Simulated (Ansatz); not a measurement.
Reaction (redistribution): `CC(C)[O][Hf]([OH])([OH])[F]` + `[F][GaH][I]` → `[OH][Hf]([OH])([F])[I]` + `CC(C)[O][GaH][F]`

Computed with Ansatz on PBE0-D4/def2-TZVP structures; ΔE is electronic, products minus reactants. CCSD(T)/CBS is the MP2 limit (def2-TZVPP, def2-QZVPP) plus CCSD(T) − MP2 in def2-TZVPP, frozen cores. DFT in def2-TZVPP. def2 core potentials past Kr. For Ga, Hf, I outer-core shells are correlated without core-valence functions, which leaves a few kJ/mol of doubt a bond. Scalar relativity is left out up to krypton. One conformer a species, not always the lowest.

`CC(C)[O][Hf]([OH])([OH])[F]`:

Cartesian coordinates in Å:
```
C 1.300 1.668 -0.225
C 1.261 0.183 0.075
C 1.293 -0.104 1.564
O 0.115 -0.387 -0.493
Hf -1.606 -0.933 -1.126
O -2.140 -2.580 -0.284
O -2.898 0.457 -0.795
F -1.479 -1.220 -3.026
H 1.277 1.842 -1.303
H 2.209 2.121 0.177
H 0.437 2.167 0.224
H 2.132 -0.295 -0.393
H 1.244 -1.179 1.749
H 2.210 0.283 2.014
H 0.441 0.371 2.058
H -2.169 -3.365 0.251
H -3.627 0.970 -0.468
```

`[F][GaH][I]`:

Cartesian coordinates in Å:
```
F -1.495 0.547 -0.757
Ga 0.080 0.029 -0.207
I 0.166 -0.555 2.184
H 1.249 -0.022 -1.220
```

`[OH][Hf]([OH])([F])[I]`:

Cartesian coordinates in Å:
```
O -0.546 -0.294 -1.586
Hf -0.314 0.136 0.249
O 1.525 0.310 0.693
F -1.172 1.803 0.587
I -1.448 -1.823 1.799
H -0.516 -0.502 -2.514
H 2.471 0.369 0.773
```

`CC(C)[O][GaH][F]`:

```xyz
14

C     1.066    0.979   -0.450
C     0.674   -0.181    0.446
C    -0.397    0.206    1.446
O     0.276   -1.307   -0.321
Ga   -1.108   -1.380   -1.414
F    -2.070    0.089   -1.552
H     1.827    0.665   -1.168
H     0.194    1.351   -0.997
H     1.472    1.805    0.139
H     1.564   -0.513    0.996
H    -0.668   -0.653    2.065
H    -1.291    0.566    0.928
H    -0.045    1.003    2.105
H    -1.495   -2.631   -2.224
```

```csv
level,ΔE (eV)
r2SCAN-D4,0.46
ωB97M-V,0.49
```

Q: What does CCSD(T)/CBS give? (Best estimate.)

A: Ansatz gave: +0.48 eV. The listed levels differ from it by -0.02, 0.01 eV.

Largest T1 diagnostic among the species: 0.014.

In def2-TZVPP, CCSD(T) changes the Hartree–Fock value by −0.11 eV (the triples alone add −0.03 eV) and MP2 by −0.14 eV. The D4 term adds −0.05 eV with B3LYP and −0.03 eV with PBE0; it sums over pairs of atoms, weighted by their polarisabilities, and B3LYP, whose exchange is more repulsive, gets the larger term.

B3LYP here is the variant with VWN-RPA as its local correlation; programs differ in this.
